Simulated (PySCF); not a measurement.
# Do core-level shifts follow atomic charges?

Compound: C7H13P.
Structure used (PBE0-D3(BJ)/def2-SVP), in Å, numbered top down from 1:
```
atom  x, y, z in Å
C1    -0.298   -0.794   -2.204
P2    -0.437   -0.265   -0.637
C3     0.761   -1.081    0.473
C4     1.793   -0.116    1.052
C5     2.700    0.498   -0.001
C6    -0.945    1.331   -0.078
C7    -1.872    0.391    0.196
C8    -3.279    0.310    0.646
H9     0.394   -1.608   -2.414
H10   -0.935   -0.405   -2.999
H11    0.180   -1.562    1.276
H12    1.244   -1.879   -0.113
H13    2.396   -0.658    1.799
H14    1.266    0.680    1.607
H15    3.286   -0.276   -0.522
H16    2.119    1.032   -0.770
H17    3.407    1.212    0.447
H18   -0.896    2.427   -0.072
H19   -3.368   -0.331    1.537
H20   -3.897   -0.155   -0.139
H21   -3.693    1.304    0.879
```

Binding energies: PySCF 2.14.0, delta-SCF UKS SCAN, pcX-2 on the ionised atom, pcseg-1 elsewhere, spin-free X2C. Charges: PBE0/pcSseg-1 ground-state density, for the ionised atom.

```json
{"atom": "C1", "environment": "carbon bonded to P and 2 H", "C 1s (eV)": "288.09", "Mulliken (e)": "-0.597", "IAO (e)": "-0.929", "Hirshfeld (e)": "-0.314", "ESP (e)": "-1.174"}
{"atom": "C6", "environment": "alkene CH carbon", "C 1s (eV)": "289.90", "Mulliken (e)": "-0.303", "IAO (e)": "-0.441", "Hirshfeld (e)": "-0.107", "ESP (e)": "-0.188"}
{"atom": "C7", "environment": "fully substituted alkene carbon", "C 1s (eV)": "290.25", "Mulliken (e)": "-0.311", "IAO (e)": "-0.226", "Hirshfeld (e)": "-0.035", "ESP (e)": "+0.148"}
{"atom": "C5", "environment": "methyl carbon", "C 1s (eV)": "290.43", "Mulliken (e)": "-0.286", "IAO (e)": "-0.411", "Hirshfeld (e)": "-0.117", "ESP (e)": "-0.368"}
{"atom": "C3", "environment": "sp3 carbon bound to phosphorus", "C 1s (eV)": "290.52", "Mulliken (e)": "-0.397", "IAO (e)": "-0.469", "Hirshfeld (e)": "-0.099", "ESP (e)": "-0.573"}
{"atom": "C4", "environment": "chain CH2 carbon", "C 1s (eV)": "290.67", "Mulliken (e)": "-0.281", "IAO (e)": "-0.239", "Hirshfeld (e)": "-0.064", "ESP (e)": "+0.267"}
{"atom": "C8", "environment": "allylic carbon", "C 1s (eV)": "290.93", "Mulliken (e)": "-0.201", "IAO (e)": "-0.430", "Hirshfeld (e)": "-0.110", "ESP (e)": "-0.606"}
```

Question: Give the correlation coefficient and slope of binding energy on charge for each scheme.

Answer: Mulliken: r = 0.91, slope 6.7 eV per e; Hirshfeld: r = 0.88, slope 9.3 eV per e; IAO: r = 0.86, slope 3.5 eV per e; ESP: r = 0.62, slope 1.2 eV per e. On 7 points no scheme stands out.

Question: The point-charge model writes a binding energy as kq + V + constant, with V the potential of the other atoms' charges at the site. What does it give with the Mulliken charges?

Answer: V = Σ 14.40 eV Å × q/r over all other atoms: +6.84 eV at C1, +1.89 eV at C6, +1.39 eV at C7, +3.38 eV at C5, +4.76 eV at C3, +1.92 eV at C4, +2.67 eV at C8. Fitting binding energy − V to q gives k = 19.7 eV per e and leaves an rms residual of 0.90 eV, against 0.37 eV for the fit on q alone. The model has no term for differences in relaxation between sites.

Isolated species at its PBE0-D3(BJ)/def2-SVP geometry (one conformer only).
